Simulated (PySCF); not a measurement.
Spectrum to structure. Theory: TDDFT CAM-B3LYP/def2-SVPD, vertical, gas phase, core orbitals frozen in the response in PySCF. Geometries: PBE0-D3(BJ)/def2-SVP, one conformer each.

```
state  E (eV)       f  main configurations (H = HOMO, L = LUMO)
   S1    4.84   0.723                                 H→L (97%)
   S2    5.22  0.0033                               H→L+1 (75%)
   S3    5.67  0.0028                   H→L+2 (64%), H→L+5 (9%)
   S4    6.06   0.018                               H→L+3 (77%)
   S5    6.26  0.0022     H→L+4 (57%), H→L+5 (15%), H→L+6 (10%)
   S6    6.41  0.0034     H→L+5 (35%), H→L+4 (25%), H→L+2 (14%)
   S7    6.46   0.202                               H-1→L (92%)
   S8    6.63  0.0010                  H→L+6 (63%), H→L+5 (20%)
   S9    6.75  0.0026                               H→L+7 (77%)
  S10    6.82  0.0001                               H-2→L (84%)
```

Question: Which structure fits? All have the formula C5H10SSi.
A. `[SiH3]SC12CC(C1)C2`
B. `C[C@@H]1C=C(S[SiH3])C1`
C. `C/C=C\C=C/S[SiH3]`
D. `C[SiH2]S[C@]12C[C@H]1C2`

Answer: C. Its S1, at 4.84 eV, is the lowest among the candidates; the nearest of the others has S1 at 5.39 eV. S1 is HOMO→LUMO (97%). Löwdin shares by element: HOMO carbon 49% or more, sulfur 27% (atoms not listed hold the other 24%); LUMO carbon 73% or more (atoms not listed hold the other 27%). At the same level the other candidates give, for their lowest levels:
- `C[SiH2]S[C@]12C[C@H]1C2`: 5.91 eV (f 0.006); 6.44 eV (f 0.032); 6.59 eV (f 0.018); 6.78 eV (f 0.032); 6.91 eV (f 0.074); T1 5.50 eV; HOMO -8.15, LUMO 1.17 eV
- `C[C@@H]1C=C(S[SiH3])C1`: 5.39 eV (f 0.007); 5.86 eV (f 0.255); 5.94 eV (f 0.014); 6.39 eV (f 0.002); 6.61 eV (f 0.003); T1 3.89 eV; HOMO -7.63, LUMO 0.84 eV
- `[SiH3]SC12CC(C1)C2`: 5.71 eV (f 0.009); 6.35 eV (f 0.016); 6.83 eV (f 0.003); 7.00 eV (f 0.000); 7.17 eV (f 0.013); T1 5.35 eV; HOMO -8.17, LUMO 0.96 eV

Conformer computed: `[CH3:1]/[CH:2]=[CH:3]\[CH:4]=[CH:5]/[S:6][SiH3:7]`: C2–C3–C4–C5 180°, C4–C5–S6–Si7 180°.
Triplets come from the Tamm–Dancoff approximation.

Without π bonds the low states are Rydberg-like; a valence basis with one diffuse set may place them up to an eV too high.
